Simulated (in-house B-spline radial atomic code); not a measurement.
A run on an ion of nuclear charge 15 with 15.4 electrons that did not converge. Method: non-relativistic wB97X, spin-polarised, spherical fractional occupations, point nucleus; computed with a B-spline radial code for spherical atoms.

Command:
```bash
python run_scf.py task.json out
```
Settings:
```
Z                15
configuration    [Ne] 3s2 3p3.4
hamiltonian      nr
method           wb97x
spin_polarised   True
```

First and last ten iterations of the last attempt (damped for 15 steps, keeping 80 % of the old Fock matrix, then DIIS):
```
 iter        energy (Eh)    residual
    1        -339.943083    2.35e-01
    2        -340.977168    8.49e-02
    3        -341.114979    5.86e-02
    4        -341.185958    4.04e-02
    5        -341.223070    2.78e-02
    6        -341.242763    1.93e-02
    7        -341.253390    1.52e-02
    8        -341.259248    1.19e-02
    9        -341.262561    9.26e-03
   10        -341.264494    7.22e-03
  111        -341.268697    2.55e-04
  112        -341.268715    2.72e-04
  113        -341.268692    1.81e-04
  114        -341.268710    1.23e-04
  115        -341.268719    2.18e-04
  116        -341.268710    2.54e-04
  117        -341.268700    2.07e-04
  118        -341.268697    9.72e-05
  119        -341.268706    9.96e-05
  120        -341.268693    1.76e-04
 not converged after 120 iterations
```

The smallest residual met was 5.5e-05; the threshold is about 1e-07. No energy from this run should be used. Run time, properties included: 2.4 s on 1 thread of Intel(R) Xeon(R) 6975P-C (shared host).
